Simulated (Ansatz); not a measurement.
## Nudged elastic band run: Cl4H2Sn

The input (input.yaml):

```yaml
crystal:
  periodic: [false, false, false]
  atoms:
    - { symbol: Sn, position_ang: [0.323532, 0.0, -0.176039] }
    - { symbol: H, position_ang: [0.405343, 0.0, 1.525392] }
    - { symbol: Cl, position_ang: [2.506323, 0.0, -1.052291] }
    - { symbol: Cl, position_ang: [-0.740939, 1.900518, -1.044007] }
    - { symbol: Cl, position_ang: [-0.740939, -1.900518, -1.044007] }
    - { symbol: Cl, position_ang: [-2.866021, 0.0, 1.591776] }
    - { symbol: H, position_ang: [-2.492397, 0.0, 2.827775] }
basis:
  gaussian: { orbitals: def2-SVP }
hamiltonian:
  xc: b3lyp
  dispersion: d4
neb:
  order_check: false
  images: 7
  f_tol: 0.05
  max_iterations: 60
  final_atoms:
    - { symbol: Sn, position_ang: [-0.6196524, 5.07e-06, -0.81307986] }
    - { symbol: H, position_ang: [0.12759833, -4.353e-05, 3.32449072] }
    - { symbol: Cl, position_ang: [1.40696645, 5.427e-05, 0.34773632] }
    - { symbol: Cl, position_ang: [-0.73816009, 1.90948612, -2.15101648] }
    - { symbol: Cl, position_ang: [-0.73820517, -1.90951588, -2.15095053] }
    - { symbol: Cl, position_ang: [-2.41365141, 5.781e-05, 0.68223439] }
    - { symbol: H, position_ang: [-0.62999371, -4.386e-05, 3.38918444] }
  initial_path:
    images:
      - { positions_ang: [[0.323532, 0.0, -0.176039], [0.405343, 0.0, 1.525392], [2.506323, 0.0, -1.052291], [-0.740939, 1.900518, -1.044007], [-0.740939, -1.900518, -1.044007], [-2.866021, 0.0, 1.591776], [-2.492397, 0.0, 2.827775]] }
      - { positions_ang: [[0.24464574, 0.0, -0.12922784], [0.29472413, 0.0, 1.66922364], [2.45408772, 0.0, -0.97472973], [-0.83308524, 1.9170385, -0.98690829], [-0.83308524, -1.9170385, -0.98690829], [-2.79490596, 0.0, 1.396329], [-2.13747915, 0.0, 2.64082052]] }
      - { positions_ang: [[0.16575948, 0.0, -0.08241669], [0.18410527, 0.0, 1.81305527], [2.40185244, 0.0, -0.89716846], [-0.92523148, 1.933559, -0.92980958], [-0.92523148, -1.933559, -0.92980958], [-2.72379093, 0.0, 1.20088201], [-1.7825613, 0.0, 2.45386604]] }
      - { positions_ang: [[0.08687321, 0.0, -0.03560553], [0.0734864, 0.0, 1.95688691], [2.34961715, 0.0, -0.8196072], [-1.01737771, 1.9500795, -0.87271087], [-1.01737771, -1.9500795, -0.87271087], [-2.65267589, 0.0, 1.00543501], [-1.42764345, 0.0, 2.26691156]] }
      - { positions_ang: [[0.00798695, 0.0, 0.01120562], [-0.03713246, 0.0, 2.10071854], [2.29738187, 0.0, -0.74204593], [-1.10952395, 1.9666, -0.81561216], [-1.10952395, -1.9666, -0.81561216], [-2.58156085, 0.0, 0.80998801], [-1.07272561, 0.0, 2.07995707]] }
      - { positions_ang: [[-0.14892289, 1.27e-06, -0.19486575], [0.00405024, -1.088e-05, 2.40666159], [2.07477802, 1.357e-05, -0.46960037], [-1.01668299, 1.95232153, -1.14946324], [-1.01669426, -1.95232897, -1.14944675], [-2.53958349, 1.445e-05, 0.77804961], [-0.96204263, -1.097e-05, 2.40726392]] }
      - { positions_ang: [[-0.30583272, 2.54e-06, -0.40093712], [0.04523293, -2.176e-05, 2.71260463], [1.85217416, 2.713e-05, -0.19715481], [-0.92384202, 1.93804306, -1.48331432], [-0.92386456, -1.93805794, -1.48328135], [-2.49760613, 2.891e-05, 0.7461112], [-0.85135966, -2.193e-05, 2.73457076]] }
      - { positions_ang: [[-0.46274256, 3.8e-06, -0.60700849], [0.08641563, -3.265e-05, 3.01854768], [1.62957031, 4.07e-05, 0.07529076], [-0.83100105, 1.92376459, -1.8171654], [-0.83103487, -1.92378691, -1.81711594], [-2.45562877, 4.336e-05, 0.7141728], [-0.74067669, -3.29e-05, 3.0618776]] }
      - { positions_ang: [[-0.6196524, 5.07e-06, -0.81307986], [0.12759833, -4.353e-05, 3.32449072], [1.40696645, 5.427e-05, 0.34773632], [-0.73816009, 1.90948612, -2.15101648], [-0.73820517, -1.90951588, -2.15095053], [-2.41365141, 5.781e-05, 0.68223439], [-0.62999371, -4.386e-05, 3.38918444]] }
```

Launched with:

```bash
$ ansatz run input.yaml --threads 4 --pin off --max-ram 5120MiB --backend cpu --events-out ev --progress --plain --runs-dir out
```

Output, in part (warnings, iteration lines, the closing report on the highest movable image, with atoms numbered from 0):

```
NEB end point (image 0): max|allowed force component| = 7.324e-3 eV/Å (the criterion of neb.relax_end_points is 1.000e-2)
NEB end point (image 8): max|allowed force component| = 3.306e-3 eV/Å (the criterion of neb.relax_end_points is 1.000e-2)
NEB iter   1: max|band force component| = 4.824e0 eV/Å  barrier→ = 2.8862 eV  barrier← = 3.3866 eV  Δτ_max = 0.2000 Å  (236 SCF iters)
NEB iter   2: max|band force component| = 3.684e0 eV/Å  barrier→ = 2.4475 eV  barrier← = 2.9478 eV  Δτ_max = 0.2000 Å  (207 SCF iters)
NEB iter   3: max|band force component| = 4.553e0 eV/Å  barrier→ = 1.6290 eV  barrier← = 2.1293 eV  Δτ_max = 0.1026 Å  (204 SCF iters)
NEB iter   4: max|band force component| = 8.939e-1 eV/Å  barrier→ = 1.2948 eV  barrier← = 1.7952 eV  Δτ_max = 0.2000 Å  (196 SCF iters)
NEB iter   5: max|band force component| = 6.770e-1 eV/Å  barrier→ = 1.0187 eV  barrier← = 1.5190 eV  Δτ_max = 0.1994 Å  (193 SCF iters)
NEB iter   6: max|band force component| = 1.257e0 eV/Å  barrier→ = 1.0699 eV  barrier← = 1.5703 eV  CI = image 3  Δτ_max = 0.2000 Å  (193 SCF iters)
NEB iter   7: max|band force component| = 1.257e0 eV/Å  barrier→ = 1.4145 eV  barrier← = 1.9149 eV  CI = image 3  Δτ_max = 0.0990 Å  (197 SCF iters)
NEB iter   8: max|band force component| = 7.690e-1 eV/Å  barrier→ = 1.4020 eV  barrier← = 1.9024 eV  CI = image 3  Δτ_max = 0.1925 Å  (190 SCF iters)
NEB iter   9: max|band force component| = 2.039e0 eV/Å  barrier→ = 1.3722 eV  barrier← = 1.8726 eV  CI = image 3  Δτ_max = 0.1018 Å  (187 SCF iters)
NEB iter  10: max|band force component| = 3.171e-1 eV/Å  barrier→ = 1.3657 eV  barrier← = 1.8661 eV  CI = image 3  Δτ_max = 0.1449 Å  (187 SCF iters)
NEB iter  11: max|band force component| = 2.542e-1 eV/Å  barrier→ = 1.3640 eV  barrier← = 1.8643 eV  CI = image 3  Δτ_max = 0.0589 Å  (167 SCF iters)
NEB iter  12: max|band force component| = 9.055e-2 eV/Å  barrier→ = 1.3638 eV  barrier← = 1.8642 eV  CI = image 3  Δτ_max = 0.0274 Å  (151 SCF iters)
NEB iter  13: max|band force component| = 5.339e-2 eV/Å  barrier→ = 1.3638 eV  barrier← = 1.8641 eV  CI = image 3  Δτ_max = 0.0192 Å  (151 SCF iters)
NEB iter  14: max|band force component| = 5.728e-2 eV/Å  barrier→ = 1.3638 eV  barrier← = 1.8641 eV  CI = image 3  Δτ_max = 0.0097 Å  (146 SCF iters)
NEB iter  15: max|band force component| = 3.243e-2 eV/Å  barrier→ = 1.3638 eV  barrier← = 1.8641 eV  CI = image 3  Δτ_max = 0.0000 Å  (313 SCF iters)
Total energy: -55944.78134804 eV, -2055.9327938055 hartree
Atom 0 at    -0.307233     0.000001    -0.082089 Å, force     0.000561     0.000000    -0.000178 eV/Å
Atom 1 at    -0.008715    -0.000001     1.852778 Å, force    -0.000118     0.000000     0.000158 eV/Å
Atom 2 at     2.050284     0.000000    -0.290328 Å, force    -0.000629    -0.000000     0.000109 eV/Å
Atom 3 at    -0.921148     1.997656    -1.131246 Å, force     0.000011     0.000146    -0.000026 eV/Å
Atom 4 at    -0.921148    -1.997655    -1.131244 Å, force     0.000011    -0.000146    -0.000026 eV/Å
Atom 5 at    -2.517593     0.000000     1.428395 Å, force     0.000204    -0.000000     0.000166 eV/Å
Atom 6 at    -0.979545    -0.000001     1.982332 Å, force    -0.000040     0.000000    -0.000203 eV/Å
Dipole moment:     0.075638     0.000000     0.243121 e Å
```

The forces met the threshold. A vibrational analysis at the climbing image gives one clearly imaginary mode, 1174i cm⁻¹: a first-order saddle point. The orbitals stay closed-shell, which can raise the energy where a bond breaks towards radicals; this wasn't checked here.

Final band (atoms are numbered from 1 in the order of the input):

```
image  path coordinate (Å)  energy (eV)  Sn1–H2 (Å)  Cl6–H7 (Å)  Sn1–Cl6 (Å)
    0                 0.00         0.00        1.70        1.29         3.65
    1                 0.76         0.05        1.70        1.29         3.53
    2                 1.53         0.33        1.73        1.31         3.17
    3                 2.29         1.36        1.96        1.63         2.68
    4                 2.90         0.51        2.33        2.11         2.45
    5                 3.51        -0.06        2.79        2.42         2.37
    6                 4.12        -0.33        3.24        2.63         2.35
    7                 4.73        -0.47        3.71        2.87         2.34
    8                 5.33        -0.50        4.20        3.24         2.34
```

The run took 3.6 min on 4 threads of Arm Neoverse V1, with other jobs on the host, peak memory 0.31 GiB.
